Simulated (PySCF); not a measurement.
CH₈BNSi, SMILES B[SiH2]CN, GFN2-xTB optimised geometry.

```
12

B      1.53    -1.44     0.00
Si    -0.42    -1.44     0.00
C     -1.05     0.38     0.00
N     -0.46     1.09     1.13
H      2.15    -1.56     0.98
H      2.14    -1.31    -0.99
H     -1.10    -2.07     1.16
H     -1.10    -2.06    -1.16
H     -2.15     0.42     0.00
H     -0.72     0.88    -0.91
H     -0.78     0.68     2.00
H     -0.75     2.07     1.13
```

Density from PBE/def2-TZVP run with PySCF 2.14.0 at that geometry.

Minimum of the electron density along straight lines between bonded atoms, close to the bond critical point (lines longer than 1.1 times the sum of covalent radii, or with two minima, are not listed):

```csv
bond,length / Å,ρ at the minimum / e bohr⁻³,∇²ρ there / e bohr⁻⁵,position (fraction from the first atom)
B1–Si2,1.952,0.119,-0.02,0.61
Si2–C3,1.926,0.111,0.13,0.39
C3–N4,1.459,0.264,-0.62,0.42
B1–H5,1.169,0.193,-0.40,0.45
B1–H6,1.170,0.192,-0.39,0.44
Si2–H7,1.480,0.119,0.16,0.50
Si2–H8,1.478,0.119,0.16,0.50
C3–H9,1.100,0.272,-0.89,0.64
C3–H10,1.092,0.277,-0.93,0.64
N4–H11,1.015,0.337,-1.55,0.73
N4–H12,1.016,0.335,-1.54,0.73
```
